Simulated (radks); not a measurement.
Species: Te XLIV. Configuration: [He] 2s2 2p5.

All-electron calculation, Dirac Kohn-Sham, relativistic LDA (MacDonald-Vosko exchange, VWN5 correlation), spin-unpolarised, spherical densities, finite nucleus; open shells fill j = l - 1/2 first; Fermi nuclear charge, rms radius 4.7423 fm. Program: a radial shooting solver on a logarithmic mesh with Libxc functionals.

Energy parts (eV):
| part | energy |
|---|---|
| total | -132239.174 |
| kinetic | 141341.806 |
| electron-nucleus | -283836.881 |
| Hartree | 12101.243 |
| exchange-correlation | -1845.342 |

Orbitals (lengths in bohr, moments of r in powers of bohr):
orbital  occ.  eigenvalue (eV)      <r>  small-component weight
1s1/2       2        -34533.66  0.02788                3.64e-02
2s1/2       2        -7656.858   0.1166                8.20e-03
2p1/2       2        -7423.065  0.09796                8.17e-03
2p3/2       3        -7133.358   0.1031                7.81e-03
3s1/2       0        -3181.177   0.2766                3.31e-03
3p1/2       0        -3103.299   0.2607                3.26e-03
3p3/2       0        -3024.801   0.2682                3.17e-03

The highest occupied level is 2p3/2 at -7133.4 eV. Summed over all electrons, <r^2> = 0.09624 bohr^2, which gives a Langevin (diamagnetic) susceptibility term of -0.0762 x 10^-6 cm^3/mol.
